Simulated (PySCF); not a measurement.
CH₄BCl, SMILES ClBC.

Geometry: B3LYP-D3(BJ)/def2-TZVP.

Computed with PySCF with TDDFT-B3LYP/def2-SVPD.

Vertical excitations. Isolated molecule, no solvent. State labels are in the subgroup Cs.

Computed UV-visible absorptions:
| state | symmetry | energy (eV) | λ (nm) | f | main pairs |
|---|---|---|---|---|---|
| S1 | A" | 5.35 | 232 | 0.000 | HOMO→LUMO 100 % |
| S2 | A" | 7.20 | 172 | 0.005 | HOMO−2→LUMO 97 % |
| S3 | A' | 7.33 | 169 | 0.131 | HOMO−1→LUMO 94 % |
| S4 | A" | 7.58 | 163 | 0.001 | HOMO−3→LUMO 97 % |
| S5 | A' | 7.63 | 162 | 0.053 | HOMO→LUMO+1 96 % |
| S6 | A' | 8.47 | 146 | 0.037 | HOMO→LUMO+2 88 % |
| S7 | A' | 8.71 | 142 | 0.067 | HOMO→LUMO+3 91 % |
| S8 | A" | 8.85 | 140 | 0.036 | HOMO−1→LUMO+1 98 % |
| S9 | A' | 9.10 | 136 | 0.090 | HOMO−4→LUMO 93 % |
| S10 | A" | 9.13 | 136 | 0.005 | HOMO→LUMO+4 91 % |
| T1 | A" | 5.01 | 247 | 0 | HOMO→LUMO 97 % |
| T2 | A' | 6.15 | 201 | 0 | HOMO−1→LUMO 99 % |
| T3 | A" | 6.68 | 186 | 0 | HOMO−2→LUMO 93 % |
| T4 | A" | 7.11 | 174 | 0 | HOMO−3→LUMO 95 % |
Triplets are in the Tamm–Dancoff approximation, which puts them higher than full response would, so one can lie above its singlet here.
